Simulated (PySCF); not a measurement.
This PySCF input asks for the NMR shieldings of SMILES N#CC[C@@H]1CCC[O+]1[AlH3-], C6H12AlNO; the geometry comes from PBE0-D3(BJ)/def2-SVP.

```python
import basis_set_exchange as bse
import numpy as np
from pyscf import gto, dft
from pyscf.prop import nmr

atoms = """
N     2.279727    1.884009   -1.626668
C     1.937698    1.584088   -0.562957
C     1.482082    1.146130    0.749641
C     0.527234   -0.037633    0.653701
C     1.054284   -1.270851   -0.072394
C    -0.179271   -1.810207   -0.788497
C    -0.876922   -0.533773   -1.206097
O    -0.639980    0.366452   -0.100013
Al   -2.189920    1.104293    0.904146
H     0.972888    1.979534    1.259163
H     2.353805    0.865058    1.362142
H     0.181291   -0.287164    1.670596
H     1.821856   -0.977165   -0.806451
H     1.505775   -1.989290    0.625122
H    -0.818458   -2.380687   -0.097039
H     0.066973   -2.453015   -1.644715
H    -1.964257   -0.622024   -1.334235
H    -0.436626   -0.083733   -2.109111
H    -3.024704    1.773991   -0.283736
H    -1.368477    2.040261    1.920264
H    -2.744246   -0.283232    1.506025
"""
names = dict.fromkeys(["N", "C", "O", "Al", "H"], "pcSseg-1")
basis = {el: gto.basis.parse(bse.get_basis(n, elements=[el], fmt="nwchem")) for el, n in names.items()}
mol = gto.M(atom=atoms, basis=basis, charge=0, verbose=0)
mf = dft.RKS(mol, xc="HYB_GGA_XC_WP04")
mf.grids.level = 2
mf.grids.alignment = dft.numint.BLKSIZE   # the property module wants whole blocks of grid points
mf.conv_tol = 1e-9
mf.kernel()

calc = nmr.RKS(mf)   # GIAO
C = mf.mo_coeff
Co = C[:, mf.mo_occ > 0]
resp = mf.gen_response(singlet=True, hermi=2)
def vind(x):   # induced exchange potential for any number of trial vectors
    d = np.einsum("pi,xij,qj->xpq", C, 2 * x.reshape(-1, C.shape[1], Co.shape[1]), Co, optimize=True)
    return np.einsum("xpq,pi,qj->xij", resp(d - d.transpose(0, 2, 1)), C, Co, optimize=True).ravel()
mo1, _ = nmr.rhf.solve_mo1(calc, with_cphf=vind)
sigma = calc.kernel(mo1)
for i, s in enumerate(sigma):   # ppm
    print("%2d %-2s %9.2f" % (i, mol.atom_pure_symbol(i), np.trace(s) / 3))
```

Problem. What are the results?

Solution. 
```
 0 N     -47.92
 1 C      54.68
 2 C     146.85
 3 C      88.16
 4 C     138.38
 5 C     141.80
 6 C      94.70
 7 O     251.32
 8 Al    425.57
 9 H      28.15
10 H      29.51
11 H      27.54
12 H      29.36
13 H      29.60
14 H      29.50
15 H      29.69
16 H      27.32
17 H      27.50
18 H      28.36
19 H      28.54
20 H      28.51
```

These numbers come from an equivalent density-fitted implementation of the same equations, which agrees with the script to about 0.01 ppm for H and up to a few tenths of a ppm for heavy atoms, so last digits may differ.

Problem. Turn these shieldings into chemical shifts. Scale: 15N (σref 246.90) vs NH3; 13C (σref 172.44) and 1H (σref 31.56) vs TMS; 17O (σref 317.54) against H2O; AlH4- for 27Al (σref 483.51) (reference shieldings calculated alike).

Solution. Averaging equivalent atoms: N 0: 294.8; C 1: 117.8; C 3: 84.3; C 6: 77.7; C 4: 34.1; C 5: 30.6; C 2: 25.6; O 7: 66.2; Al 8: 57.9; H 16: 4.25; H 17: 4.06; H 11: 4.02; H 9: 3.41; H 18/19/20: 3.10; H 12: 2.21; H 14: 2.06; H 10: 2.06; H 13: 1.96; H 15: 1.88 ppm. Experimental scales use liquid or dissolved standards, which lie at an offset from isolated NH3 (liquid NH3: subtract about 20 ppm) and H2O (liquid H2O: subtract about 36 ppm). Unscaled 15N shifts of sp2 nitrogen come out 20 to 40 ppm too high even then.

Size and cost of the density-fitted run: 220 basis functions, 92 s wall time on 1 thread of an Arm Neoverse N1, shared host; peak memory 1 GiB.
